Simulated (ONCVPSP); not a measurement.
**Logarithmic derivatives: H (Z = 1), ONCV**

H, optimised norm-conserving Vanderbilt (ONCV), made with ONCVPSP 4.0.1 (PBE, scalar-relativistic). Core none, reference 1s1. Waves: 1s: rc 1.10 bohr, ncon 4, nbas 7, qcut 6.6 1/bohr, 2 projectors, debl 2.6 Ha; p scattering state at 0.2 Ha: rc 1.10 bohr, ncon 4, nbas 7, qcut 7.5 1/bohr, 2 projectors, debl 1.4 Ha. Local part: polynomial inside 0.95 bohr (lpopt 4, dvloc0 4 Ha). Core correction: none.

The phase is arctan(r·R′/R) of the radial function R(r), unwrapped; energies in Ha, scanned from -2 to 5 Ha. A pole is an energy at which the radial function vanishes at the test radius. The pseudo phase is shifted by a multiple of π to meet the all-electron one at the reference energy, and phase errors are pseudo minus all-electron; the curves can meet again beyond the range given. Levels narrower than the energy grid can be missing from the lists of poles.

Q: For each channel, where are the poles, and over which energies does the pseudopotential scatter like the atom?

A:

```json
{"channel": "s", "radius (bohr)": "1.12", "reference energy (Ha)": "-0.24", "poles, all-electron": "1.92", "poles, pseudo": "1.92", "unbroken range about the reference energy with phases within 0.05 rad": "the whole range", "phase error 1 Ha above the reference energy (rad)": "+0.000"}
{"channel": "p", "radius (bohr)": "1.12", "reference energy (Ha)": "0.20", "poles, all-electron": "none", "poles, pseudo": "none", "unbroken range about the reference energy with phases within 0.05 rad": "the whole range", "phase error 1 Ha above the reference energy (rad)": "+0.000"}
```

Phases in the s channel:

```tsv
E (Ha)	all-electron	pseudo
-1.98	0.613	0.613
-1.80	0.521	0.521
-1.62	0.411	0.411
-1.44	0.281	0.282
-1.26	0.131	0.131
-1.08	-0.038	-0.038
-0.90	-0.219	-0.219
-0.72	-0.401	-0.401
-0.54	-0.574	-0.574
-0.36	-0.730	-0.730
-0.18	-0.867	-0.867
0.00	-0.983	-0.983
0.18	-1.081	-1.081
0.36	-1.165	-1.165
0.54	-1.236	-1.236
0.72	-1.298	-1.298
0.90	-1.352	-1.352
1.08	-1.399	-1.399
1.26	-1.442	-1.442
1.44	-1.481	-1.481
1.62	-1.517	-1.517
1.80	-1.550	-1.550
1.98	-1.582	-1.582
2.16	-1.613	-1.613
2.34	-1.643	-1.643
2.52	-1.672	-1.672
2.70	-1.702	-1.702
2.88	-1.733	-1.732
3.06	-1.764	-1.764
3.24	-1.797	-1.797
3.42	-1.833	-1.833
3.60	-1.871	-1.871
3.78	-1.913	-1.913
3.96	-1.961	-1.960
4.14	-2.014	-2.014
4.32	-2.077	-2.076
4.50	-2.150	-2.149
4.68	-2.237	-2.235
4.86	-2.341	-2.339
```
